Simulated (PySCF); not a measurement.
Static response to an electric field

Species: C3H10O2Si2.
Geometry (GFN2-xTB, Å), atoms numbered from 1 in this order:
```xyz
17
C3H10O2Si2 angstrom
C     -2.7158   -0.8808    0.0116
C     -1.9400    0.4105   -0.2023
C     -0.4451    0.1908   -0.1949
O      0.0787   -0.8806   -0.0031
O      0.2330    1.2925   -0.4161
Si     1.9195    1.3802   -0.4548
Si     2.7361   -0.7368   -0.0477
H     -2.4975   -1.5880   -0.7843
H     -2.4307   -1.3389    0.9550
H     -3.7842   -0.6818    0.0237
H     -2.2010    0.8756   -1.1560
H     -2.1649    1.1382    0.5818
H      2.1085    2.4391    0.5408
H      2.0826    1.9849   -1.7801
H      2.4070   -1.2477    1.2824
H      4.2111   -0.6332   -0.0746
H      2.3957   -1.7120   -1.0829
```

Level: PBE0/def2-SVPD (PySCF), static field, nuclei fixed, core orbitals frozen in the response. The polarisability tensor in these axes (au):

```
x   112.98  -0.56  -0.29
y    -0.56 101.77  -4.25
z    -0.29  -4.25  80.13
```

Task: What are the eigenvalues, a third of the trace, and Δα (Δα² = ½Σ(αi − αj)² over the three pairs)?

Result: Principal values 79.33, 102.55 and 113.01 au; mean 98.30 au = 14.57 Å³ = 16.21 × 10⁻⁴⁰ C²·m²/J; Δα = 29.86 au (30 % of the mean).

Task: What is the dipole moment, and where does it point?

Result: (-1.31, 1.38, -0.23) D, 1.92 D in size, pointing from the negative to the positive side. Measured along this direction, the outermost atoms are H16 at the negative end and H11 and H12 at the positive end.

Task: Find the Langevin capture rate constant for NH4+ (18.034 u) meeting this molecule (134.022 u), k = 2.342 × 10⁻⁹ cm³/s × √(α in Å³ / reduced mass in u).

Result: The reduced mass is 15.90 u, so k = 2.24 × 10⁻⁹ cm³/s. The formula leaves out the permanent dipole, which adds to the capture rate.

Task: What would n − 1 = 2πNα be for an ideal gas of these molecules at 500 K and 1 atm, electronic part alone?

Result: N = p/kT = 1.4678 × 10¹⁹ cm⁻³, so n − 1 = 2π × N × 14.57 × 10⁻²⁴ cm³ = 1343 × 10⁻⁶ at long wavelengths.

Task: Directions of the eigenvectors, and the extent of the frame along each?

Result: Largest value along (1.00, -0.05, 0.00), where the nuclei span 7.98 Å; middle along (0.05, 0.98, -0.19), 4.00 Å; least along (0.01, 0.19, 0.98), 2.41 Å. The response follows the extents in order.

Isolated species at its GFN2-xTB geometry (one conformer only).
